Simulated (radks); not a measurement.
Cl2+, configuration [Ne] 3s2 3p3. Calculated with a radial shooting solver on a logarithmic mesh with Libxc functionals: scalar-relativistic Kohn-Sham, PBE, spin-polarised, spherical densities, finite nucleus; open shells are filled with parallel spins first; Fermi nuclear charge, rms radius 3.3654 fm.

Local quantities along the radius. ELF = 1/(1 + alpha^2) is the electron localisation function; alpha = (tau - tau_W)/tau_unif compares the Pauli kinetic energy density with that of the uniform gas (summed over spins); s = |grad rho|/(2 (3 pi^2)^(1/3) rho^(4/3)) is the reduced gradient; r v_xc is r times the local exchange-correlation potential of spin up (hartree bohr); -r V(r) is the screened charge that the Kohn-Sham potential of spin up presents (atomic units). tau is taken from the large components.

r (bohr)	ELF	alpha	s	r v_xc	-r V(r)
0.006853	1.000	0.01252	0.4236	-0.1286	16.69
0.007665	1.000	0.01296	0.4249	-0.1388	16.65
0.008642	1.000	0.01353	0.4270	-0.1507	16.60
0.009744	1.000	0.01421	0.4301	-0.1639	16.55
0.01099	1.000	0.01503	0.4341	-0.1784	16.49
0.01239	1.000	0.01602	0.4391	-0.1941	16.42
0.01397	1.000	0.01722	0.4452	-0.2113	16.34
0.01575	1.000	0.01870	0.4526	-0.2298	16.25
0.01775	1.000	0.02053	0.4614	-0.2497	16.15
0.02002	0.999	0.02281	0.4717	-0.2710	16.04
0.02257	0.999	0.02571	0.4839	-0.2935	15.91
0.02545	0.999	0.02943	0.4982	-0.3170	15.77
0.02869	0.999	0.03429	0.5149	-0.3414	15.62
0.03235	0.998	0.04074	0.5343	-0.3664	15.45
0.03648	0.998	0.04948	0.5569	-0.3915	15.26
0.04113	0.996	0.06158	0.5832	-0.4161	15.05
0.04637	0.994	0.07874	0.6136	-0.4397	14.82
0.05186	0.990	0.1017	0.6460	-0.4601	14.59
0.05848	0.981	0.1379	0.6852	-0.4795	14.32
0.06593	0.964	0.1930	0.7286	-0.4958	14.03
0.07434	0.928	0.2785	0.7743	-0.5081	13.71
0.08382	0.855	0.4122	0.8180	-0.5166	13.37
0.0945	0.724	0.6182	0.8511	-0.5213	13.01
0.1066	0.543	0.9173	0.8589	-0.5232	12.62
0.1201	0.373	1.296	0.8221	-0.5226	12.20
0.1355	0.267	1.656	0.7272	-0.5199	11.76
0.1527	0.232	1.819	0.5853	-0.5226	11.29
0.1722	0.261	1.681	0.4388	-0.5498	10.82
0.1942	0.356	1.345	0.3352	-0.6079	10.35
0.2189	0.503	0.9941	0.2930	-0.6777	9.872
0.2468	0.652	0.7298	0.3025	-0.7435	9.371
0.2783	0.761	0.5599	0.3461	-0.7997	8.856
0.3138	0.825	0.4606	0.4117	-0.8419	8.334
0.3509	0.855	0.4125	0.4882	-0.8654	7.849
0.3957	0.863	0.3990	0.5872	-0.8709	7.340
0.4461	0.845	0.4288	0.7071	-0.8538	6.848
0.503	0.781	0.5294	0.8500	-0.8148	6.375
0.5672	0.622	0.7801	1.006	-0.7615	5.925
0.6395	0.356	1.345	1.129	-0.7083	5.502
0.721	0.160	2.288	1.103	-0.6457	5.087
0.8129	0.110	2.844	0.8313	-0.5665	4.662
0.9166	0.176	2.163	0.4890	-0.6804	4.434
1.033	0.418	1.179	0.3388	-0.8234	4.241
1.165	0.717	0.6290	0.3711	-0.9019	3.999
1.314	0.856	0.4100	0.4909	-0.9583	3.765
1.481	0.896	0.3406	0.6534	-0.9810	3.539
1.67	0.897	0.3392	0.8552	-0.9623	3.322
1.883	0.873	0.3820	1.114	-0.8985	3.114
2.123	0.817	0.4727	1.463	-0.7934	2.911
2.375	0.721	0.6219	1.916	-0.6806	2.742
2.677	0.551	0.9025	2.619	-0.5847	2.612
3.019	0.331	1.422	3.703	-0.5319	2.543
3.404	0.143	2.450	5.474	-0.4893	2.493
3.838	0.044	4.665	8.532	-0.4147	2.416
4.327	0.010	9.962	14.10	-0.3112	2.312
4.879	0.002	24.20	24.85	-0.2087	2.209
5.501	0.000	67.89	47.05	-0.1269	2.127

On this mesh the ELF has minima near r = 0.15, 0.81 bohr, which separate the shells, and maxima near 0.40 (0.86), 1.7 (0.90).
